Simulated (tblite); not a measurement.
C2H9GeNSi2.
Atom-mapped SMILES: `[N:1]#[C:2][CH2:3][SiH2:4][SiH2:5][GeH3:6]` (hydrogens: H7, H8 on C3; H9, H10 on Si4; H11, H12 on Si5; H13, H14, H15 on Ge6)

Computed with GFN2-xTB (tblite), gas phase: L-BFGS steps from a force-field or distance-geometry start until the largest atomic force falls under 0.01 eV/Å.

Geometry at step 5:
```
atom  x, y, z in Å
N1      2.4996    2.0125   -0.7772
C2      2.1258    1.2788    0.0226
C3      1.6447    0.3216    0.9683
Si4     0.9442   -1.2335    0.0750
Si5    -0.8235   -0.5747   -1.2296
Ge6    -2.3558    0.5077    0.1095
H7      2.4664    0.0423    1.6238
H8      0.8677    0.7942    1.5737
H9      0.5110   -2.1665    1.1284
H10     2.0200   -1.8188   -0.7247
H11    -1.4121   -1.7805   -1.8136
H12    -0.3381    0.3230   -2.2725
H13    -2.8406   -0.3642    1.2264
H14    -3.5436    0.9392   -0.6785
H15    -1.7702    1.7268    0.7463
```

Q: Give the atomic forces at this geometry.

A: 
```csv
atom,Fx (eV/Å),Fy (eV/Å),Fz (eV/Å)
N1,-0.130,-0.222,0.295
C2,0.055,0.078,-0.262
C3,0.057,0.076,-0.027
Si4,0.017,-0.102,-0.045
Si5,0.195,-0.095,-0.132
Ge6,0.065,-0.081,-0.175
H7,0.080,0.006,0.095
H8,-0.001,-0.031,0.012
H9,0.209,0.042,0.047
H10,0.131,-0.063,0.149
H11,-0.078,0.032,-0.146
H12,-0.097,0.004,-0.163
H13,-0.120,0.155,0.054
H14,-0.205,0.143,0.200
H15,-0.178,0.060,0.095
```

The largest, 0.39 eV/Å, acts on N1; the rms over all components is 0.126 eV/Å. The forces sum to zero within rounding, as they must for an isolated molecule in no field.

Q: Give the force on N1 in Eh/bohr and in nN.

A: 0.391 eV/Å ÷ 51.422 = 0.00761 Eh/bohr, and 0.391 eV/Å × 1.602 = 0.63 nN.

Q: How far is this geometry from the end of the optimisation?

A: 0.174 eV above it, and 1.158 Å rms away after alignment. The bonds farthest from their final lengths, with half the difference of the two atoms' forces along the bond (positive lengthens):

```
   bond  now (Å)  final (Å)  force along bond (eV/Å)
Si5–Ge6    2.305      2.342                    +0.03
Si4–Si5    2.294      2.328                    -0.04
Ge6–H14    1.489      1.514                    +0.04
 C3–Si4    1.925      1.945                    +0.08
Si5–H12    1.459      1.471                    -0.01
  C2–C3    1.429      1.417                    +0.08
```

The angle farthest from its final value is Si4–Si5–Ge6, 108.5° against 120.4°.

Of the 6 listed bonds off by 0.010 Å or more, this force points towards the final length in 3.

What follows is the cost of the whole relaxation. The run took 2.6 s of wall time on an Arm Neoverse N1 with one thread, shared host with 64 logical CPUs at a one-minute load of 59.
